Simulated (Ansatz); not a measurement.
Potential energy curve for BBe (anion, charge -1), lowest triplet found (which spin is the ground state isn't settled by this scan).

UKS-CAM-B3LYP = unrestricted CAM-B3LYP/aug-cc-pVDZ run with Ansatz (an electronic-structure program); ROCCSD(T) = Ansatz with CCSD(T) on ROHF/aug-cc-pVDZ, frozen core; ROCCSDT(Q) = CCSDT(Q)/B on ROHF/aug-cc-pVDZ, frozen core run with Ansatz; FCI = Ansatz with full CI/aug-cc-pVDZ, frozen core.

Energies relative to the lowest point of each curve between 1.50 and 2.26 Å, where full CI is lowest, in kcal/mol:

```
R / Å  UKS-CAM-B3LYP  ROCCSD(T)  ROCCSDT(Q)
-----  -------------  ---------  ----------
1.30            71.7       89.9        89.7
1.39            40.8       72.3        69.4
1.50            17.6       46.4        43.6
1.57             8.9       27.6        26.8
1.65             3.0       16.3        15.7
1.73             0.4        8.8         8.3
1.76             0.0        6.8         6.3
1.81             0.0        4.2         3.7
1.86             0.6        2.4         1.9
1.94             2.6        0.3         0.3
2.02             5.3        0.0         0.0
2.26            11.0        3.0         3.0
```

**Question.** What does FCI give at the same points?

**Answer.** 1.30: 85.8; 1.39: 52.2; 1.50: 25.8; 1.57: 15.1; 1.65: 7.1; 1.73: 2.5; 1.76: 1.5; 1.81: 0.4; 1.86: 0.0; 1.94: 0.5; 2.02: 2.0; 2.26: 9.2 (kcal/mol).

The scan ran from 1.30 to 6.06 Å; beyond the distances shown full CI changes its symmetry label. The unrestricted solution behind UKS-CAM-B3LYP changes between 2.02 and 2.15 Å, which can leave a kink. The unrestricted determinant behind UKS-CAM-B3LYP is spin-contaminated at 1.30 to 2.02 Å (<S²> up to 2.9, against 2.00 for a pure triplet). Where the anion isn't bound against loss of the electron, the finite basis alone holds it. At the minimum UKS-CAM-B3LYP, ROCCSD(T) lies far from FCI: another state is possible. The T1 diagnostic of CCSD on the restricted reference of ROCCSD(T), ROCCSDT(Q) exceeds 0.045 at 1.30, 1.57 to 2.26 Å. Also computed but left out beside FCI, since their determinant holds another spin at the minimum (<S²> over 0.7 above the pure value): UHF, UMP2, UCCSD, UCCSD(T), UCCSDT, UCCSDT(Q).
